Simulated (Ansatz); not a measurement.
`FC1(Cl)O[SiH2]1` and `NC1(F)O[SiH2]1` differ in one atom or group.

Ansatz, PBE0-D4/def2-TZVP geometries, multiplicity 1. Each molecule was computed in one conformer, which needn't be the lowest.

```
                                          property  `FC1(Cl)O[SiH2]1`
               HOMO–LUMO gap (PBE/def2-TZVPP) / eV               4.36
             HOMO energy (ωB97M-V/def2-TZVPP) / eV             -10.08
              HOMO–LUMO gap (PBE0/def2-TZVPP) / eV               6.47
size of the dipole moment (ωB97M-V/def2-TZVPP) / D               3.38
                 LUMO energy (PBE/def2-TZVPP) / eV              -2.24
               LUMO energy (B3LYP/def2-TZVPP) / eV              -1.65
```

Problem. Give the same properties after the change, and the shifts. (Estimate.)

Solution. Computed: 
| property | `NC1(F)O[SiH2]1` | shift |
| --- | --- | --- |
| HOMO–LUMO gap (PBE/def2-TZVPP) / eV | 4.43 | 0.07 |
| HOMO energy (ωB97M-V/def2-TZVPP) / eV | -9.71 | 0.37 |
| HOMO–LUMO gap (PBE0/def2-TZVPP) / eV | 6.60 | 0.13 |
| size of the dipole moment (ωB97M-V/def2-TZVPP) / D | 2.05 | -1.33 |
| LUMO energy (PBE/def2-TZVPP) / eV | -1.68 | 0.56 |
| LUMO energy (B3LYP/def2-TZVPP) / eV | -1.10 | 0.55 |

With PBE0 the HOMO rises by 0.44 eV and the LUMO rises by 0.57 eV, so the gap widens by about 0.13 eV. PBE moves the HOMO by 0.49 eV and ωB97M-V by 0.37 eV. The zero-point energy changes by 69.0 kJ/mol with +6 modes. Dipoles are sizes alone; their direction can turn.

B3LYP here is the variant with VWN-RPA as its local correlation; programs differ in this.
